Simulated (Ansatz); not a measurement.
Consider the atomization: `C[SiH](F)CF` → 2 C• + 2 F• + 6 H• + Si•.

Gas-phase electronic energies from Ansatz, PBE0-D4/def2-TZVP geometries. CCSD(T)/CBS adds triple-zeta CCSD(T) − MP2 to the extrapolated MP2 energy (def2 sets, frozen cores). This one scheme is used for every species, atoms too. DFT in def2-TZVPP. B3LYP here is the variant with VWN-RPA as its local correlation; programs differ in this. Open shells (•) are unrestricted, without spin–orbit coupling. Spin–orbit coupling would lower the free atoms: a little for C, F, Si. Each species was taken in one conformer, which may not be the lowest.

`C[SiH](F)CF`:

```xyz
11

C    -0.275    1.238   -0.938
Si    0.072   -0.529   -0.513
F     1.478   -0.981   -1.146
C     0.238   -0.768    1.353
F    -0.948   -0.350    1.960
H     0.533    1.891   -0.600
H    -0.397    1.369   -2.015
H    -1.199    1.559   -0.449
H    -0.973   -1.438   -1.045
H     0.410   -1.814    1.624
H     1.061   -0.176    1.768
```

```csv
level,ΔE (kJ/mol),difference from CCSD(T)/CBS
PBE0-D4,4140.2,-19.1
ωB97X-V,4165.0,5.7
ωB97M-V,4163.0,3.7
B2PLYP,4110.2,-49.1
PBE,4187.6,28.3
r2SCAN,4154.6,-4.7
PBE0,4124.4,-34.9
B3LYP,4114.2,-45.1
CCSD(T)/def2-TZVPP,4055.1,-104.2
SCS-MP2/def2-QZVPP,4167.5,8.2
CCSD(T)/CBS,4159.3,0
```

Largest T1 diagnostic among the species: 0.012.

From PBE to PBE0 (25 % exact exchange), in def2-TZVPP and without D4, ΔE moves by −63.3 kJ/mol: exact exchange takes away binding that semilocal exchange gives to molecules. In def2-TZVPP, CCSD(T) changes the Hartree–Fock value by +939.4 kJ/mol (the triples alone add +50.0 kJ/mol) and MP2 by +1007.6 kJ/mol; breaking electron pairs costs correlation energy, which Hartree–Fock lacks.

For atomizations the MP2-based limit and the directly extrapolated one differ by several kJ/mol either way, and by 10 to 25 for some Ge, Se and Sn compounds, so smaller differences from it don't rank the levels.
